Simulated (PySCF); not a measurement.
**Cost of excited-state runs on SMILES O=S(=O)(O)c1ccc(F)cc1, C6H5FO3S**

Numbering as in the mapped SMILES `[O:1]=[S:2](=[O:3])([OH:4])[c:5]1[cH:6][cH:7][c:8]([F:9])[cH:10][cH:11]1` (H(Xn): hydrogen on atom n).

PySCF with density fitting, on 1 thread of an AMD EPYC 9R45 96-Core, shared host. Command: `OMP_NUM_THREADS=1 python excited_run.py task.json out`

Q: How long does each of these runs take, and how much memory?
- first hyperpolarisability, CAM-B3LYP/aug-cc-pVDZ; usual settings
- excited states, CAM-B3LYP/aug-cc-pVDZ; Tamm-Dancoff; spin-orbit couplings; 6 states; 5 triplets; quadratic response for 4 states; IEF-PCM dichloromethane
- excited states, CAM-B3LYP/aug-cc-pVDZ; Tamm-Dancoff; spin-orbit couplings; 6 states; 5 triplets; quadratic response for 4 states
- excited states, CAM-B3LYP/aug-cc-pVDZ; two-photon moments; 8 states; quadratic response for 6 states; 0 triplets

A: 
| run | level | basis functions | wall time | peak memory (GiB) |
| --- | --- | --- | --- | --- |
| first hyperpolarisability | CAM-B3LYP/aug-cc-pVDZ | 302 | 52 s | 1.3 |
| excited states | CAM-B3LYP/aug-cc-pVDZ | 302 | 54 s | 1.4 |
| excited states | CAM-B3LYP/aug-cc-pVDZ | 302 | 63 s | 1.3 |
| excited states | CAM-B3LYP/aug-cc-pVDZ | 302 | 73 s | 1.4 |

Times from a shared host are rough.
